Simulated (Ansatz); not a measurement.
Molecule: sum formula BNH₂Br (charge 0, doublet). It need not be the lowest isomer of its formula. SMILES: N[B]Br
Geometry from a B3LYP-D3(BJ)/def2-TZVP (Ansatz, a quantum-chemistry and plane-wave program) optimisation:
```xyz
5

N     -2.1820    -0.2236     0.0044
B     -0.9391    -0.7838     0.1858
Br     0.7237     0.1569    -0.0236
H     -2.3301     0.7423    -0.2576
H     -3.0314    -0.7511     0.1240
```
Charge 0, spin multiplicity 2.

Wanted: atomisation energy (electronic, to ground-state atoms), in eV. Cores are frozen in the correlated levels unless marked. Open shells are spin-unrestricted. No spin-orbit coupling. Frozen are the shells of the preceding noble gas and the d and f shells that filled before the atom's block. No relativistic terms. The coupled-cluster limit lacks core correlation, which all-electron functionals hold. Basis-set limits of correlation are two-point, X^-3; Hartree-Fock from the larger set (for Q and 5 zeta extrapolated as (X+1)exp(-9√X)).

```json
[
 {"level": "HF/CBS(cc-pVQZ,cc-pV5Z)", "program": "Ansatz", "atomisation energy (eV)": "12.04"},
 {"level": "PBE-D3(BJ)/def2-TZVPD", "program": "Ansatz + dftd3", "atomisation energy (eV)": "17.66"},
 {"level": "BLYP-D4/def2-TZVPD", "program": "Ansatz + dftd4", "atomisation energy (eV)": "17.15"},
 {"level": "BLYP/def2-TZVPD", "program": "Ansatz", "atomisation energy (eV)": "16.96"},
 {"level": "revPBE-D3(BJ)/def2-TZVPD", "program": "Ansatz + dftd3", "atomisation energy (eV)": "17.08"},
 {"level": "revPBE-D4/def2-TZVPD", "program": "Ansatz + dftd4", "atomisation energy (eV)": "17.12"},
 {"level": "PBE0/6-31G*", "program": "Ansatz", "atomisation energy (eV)": "16.93"},
 {"level": "PBE0/def2-TZVPD", "program": "Ansatz", "atomisation energy (eV)": "17.14"},
 {"level": "HSE06/def2-TZVPD", "program": "Ansatz", "atomisation energy (eV)": "17.16"},
 {"level": "B2GP-PLYP-D3(BJ)/def2-TZVPD", "program": "Ansatz + dftd3", "atomisation energy (eV)": "16.77"},
 {"level": "B2GP-PLYP-D4/def2-TZVPD", "program": "Ansatz + dftd4", "atomisation energy (eV)": "16.73"},
 {"level": "MP2/6-31G", "program": "Ansatz", "atomisation energy (eV)": "13.97"},
 {"level": "SCS-MP2/6-31G*", "program": "Ansatz", "atomisation energy (eV)": "15.22"},
 {"level": "SCS-MP2/cc-pVDZ", "program": "Ansatz", "atomisation energy (eV)": "15.42"},
 {"level": "CCSD/6-31G*", "program": "Ansatz", "atomisation energy (eV)": "14.81"},
 {"level": "CCSD/cc-pVTZ", "program": "Ansatz", "atomisation energy (eV)": "15.89"},
 {"level": "CCSD/cc-pVQZ", "program": "Ansatz", "atomisation energy (eV)": "16.23"},
 {"level": "CCSD(T)/STO-3G", "program": "Ansatz", "atomisation energy (eV)": "15.80"},
 {"level": "CCSD(T)/cc-pVTZ", "program": "Ansatz", "atomisation energy (eV)": "16.21"},
 {"level": "CCSD(T)/cc-pV5Z", "program": "Ansatz", "atomisation energy (eV)": "16.68"},
 {"level": "CCSD(T)/CBS(cc-pVQZ,cc-pV5Z)", "program": "Ansatz", "atomisation energy (eV)": "16.79"}
]
```
